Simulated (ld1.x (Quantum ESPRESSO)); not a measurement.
**Sn, PAW: configuration errors across variants**

ld1.x (Quantum ESPRESSO) 7.5 input, shortened:

```
&input
   title='Sn', zed=50., rel=1, dft='WC', iswitch=3,
   config='[Kr] 4d10 5s2 5p1'
 /
 &inputp
   pseudotype=3, lpaw=.true., tm=.true., lloc=-2, rcloc=1.55,
   nlcc=.false.,
   which_augfun='PSQ', rmatch_augfun_nc=.true.
 /
6
5S  1  0   2.00   0.00  1.35  1.80  0.0
5S  1  0   0.00  -0.35  1.35  1.80  0.0
4P  2  1   6.00   0.00  1.15  1.25  0.0
5P  3  1   1.00   0.00  1.15  1.25  0.0
4D  3  2  10.00   0.00  1.10  1.20  0.0
4D  3  2   0.00   0.85  1.10  1.20  0.0
 &test
   configts(1)='4p6 4d10 5s2 5p1'
 /
```

All-electron excitation energies from the reference (eV): (1) 4p6 4d10 5s2 5p2 -6.904; (2) 4p6 4d10 5s2 5p0 13.985; (3) 4p6 4d10 5s1 5p0 45.030; (4) 4p6 4d10 5s0 5p0 86.089; (5) 4p5 4d10 5s2 5p2 90.518; (6) 4p6 4d10 5s0 5p4 7.370; (7) 4p6 4d9 5s2 5p3 17.475.

A true bound ghost makes a file unfit for plane-wave use even where its test errors are small: the radial tests pick states by their node count and pass the ghost by.

Errors AE − PS in meV (a dash: test not solved or not reliable):

```tsv
change	(1)	(2)	(3)	(4)	(5)	(6)	(7)	bound ghosts
base	+1.1	-2.8	-7.8	-13	-90	+0.2	-18	s
wave 4d channel at 0.85 Ry: rcut 1.10, rcutus 1.20 bohr becomes 4d channel at -2.37 Ry: rcut 1.10, rcutus 1.20 bohr	+1.5	-3.9	-12	-22	-85	-1.3	-17	s
wave 4d channel at 0.85 Ry: rcut 1.10, rcutus 1.20 bohr becomes 4d channel at -2.19 Ry: rcut 1.10, rcutus 1.20 bohr	+1.1	-2.7	-7.7	-15	-86	+0.4	-16	s
wave 4d channel at 0.85 Ry: rcut 1.10, rcutus 1.20 bohr becomes 4d channel at -1.97 Ry: rcut 1.10, rcutus 1.20 bohr	+1.0	-2.7	-7.7	-14	-88	+0.4	-17	s
wave 4d channel at 0.85 Ry: rcut 1.10, rcutus 1.20 bohr becomes 4d channel at -1.78 Ry: rcut 1.10, rcutus 1.20 bohr	+1.1	-2.7	-7.7	-14	-89	+0.4	-17	s
wave 4d channel at 0.85 Ry: rcut 1.10, rcutus 1.20 bohr becomes 4d channel at -1.33 Ry: rcut 1.10, rcutus 1.20 bohr	+1.1	-2.7	-7.7	-14	-89	+0.3	-18	s
wave 4d channel at 0.85 Ry: rcut 1.10, rcutus 1.20 bohr becomes 4d channel at -0.78 Ry: rcut 1.10, rcutus 1.20 bohr	+1.1	-2.7	-7.7	-14	-89	+0.3	-18	s
wave 4d channel at 0.85 Ry: rcut 1.10, rcutus 1.20 bohr becomes 4d channel at -0.1 Ry: rcut 1.10, rcutus 1.20 bohr	+1.1	-2.8	-7.7	-14	-90	+0.2	-18	s
wave 4d channel at 0.85 Ry: rcut 1.10, rcutus 1.20 bohr becomes 4d channel at 1.8 Ry: rcut 1.10, rcutus 1.20 bohr	+1.1	-2.8	-7.8	-13	-90	+0.2	-18	s
wave 4d channel at 0.85 Ry: rcut 1.10, rcutus 1.20 bohr becomes 4d channel at 3.77 Ry: rcut 1.10, rcutus 1.20 bohr	+1.1	-2.7	-7.8	-12	-89	+0.1	-18	s
```

**Question.** Give the same row for: wave 4d channel at 0.85 Ry: rcut 1.10, rcutus 1.20 bohr becomes 4d channel at -2.28 Ry: rcut 1.10, rcutus 1.20 bohr.

**Answer.** +1.2, -2.8, -7.9, -15, -85, +0.3, -15; bound ghosts: s.
